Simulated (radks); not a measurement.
The nuclear charge of the tin ion Sn+ is varied continuously with 49 electrons held in [Kr] 4d10 5s2 5p1. All-electron calculation, scalar-relativistic Kohn-Sham, r2SCAN, spin-polarised, spherical densities, finite nucleus; open shells are filled with parallel spins first (spin-orbit coupling, left out, can overturn this in heavy ions); meta-GGA in the generalised Kohn-Sham scheme; Fermi nuclear charge, rms radius 4.6519 fm. Program: a radial shooting solver on a logarithmic mesh with Libxc functionals. By the Hellmann-Feynman theorem dE/dZ = E(electron-nucleus)/Z, the electronic potential at the nucleus (averaged over a nucleus of fixed radius). The scalar-relativistic energy here is not variational (the density holds large components alone), so the two differ by a part that grows with Z.

Z	E (hartree)	E(electron-nucleus)/Z (hartree)	HOMO	e(HOMO) (eV)	<r> HOMO (bohr)
49	-5882.30734	-290.257	5p	-2.870	3.625
49.25	-5955.36283	-292.313	5p	-4.613	3.362
49.5	-6028.93649	-294.368	5p	-6.519	3.162
49.75	-6103.02814	-296.422	5p	-8.570	3.001
50	-6177.63776	-298.475	5p	-10.752	2.866
50.25	-6252.76544	-300.530	5p	-13.058	2.750
50.5	-6328.41134	-302.584	5p	-15.481	2.649
50.75	-6404.57572	-304.640	5p	-18.016	2.559
51	-6481.25885	-306.697	5p	-20.658	2.479

The central difference of E at Z = 50 is -299.475 hartree, to compare with the third column; the second derivative is -8.29 hartree.
